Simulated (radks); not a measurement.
Charge is removed step by step from the 3p up level of S3+, starting from [Ne] 3s2 3p(up 1, down 0). Method: scalar-relativistic Kohn-Sham, BLYP, spin-polarised, spherical densities, finite nucleus; Fermi nuclear charge, rms radius 3.2611 fm; computed with a radial shooting solver on a logarithmic mesh with Libxc functionals.

removed (e),E - E(0) (eV),eigenvalue (eV),E minus straight line (eV)
0,0.000,-40.848,0.000
0.125,5.203,-42.410,-0.690
0.25,10.602,-43.980,-1.184
0.375,16.198,-45.557,-1.481
0.5,21.991,-47.138,-1.581
0.625,27.982,-48.724,-1.483
0.75,34.171,-50.310,-1.187
0.875,40.559,-51.897,-0.693
1,47.145,-53.480,0.000

Removing the whole electron costs 47.145 eV by Delta-SCF, against 40.848 eV from minus the eigenvalue at the starting occupation. Slater's transition state (half an electron removed) gives 47.138 eV. Integrating minus the eigenvalue over the occupation (Janak's theorem) gives 47.147 eV. In this scalar-relativistic scheme the density is built from large components alone, so the theorem holds only approximately. The mean slope of the eigenvalue, de/dn, is 12.6 eV per electron. Ionisation energy of S3+ in the NIST Atomic Spectra Database: 47.22 eV (semi-empirical).
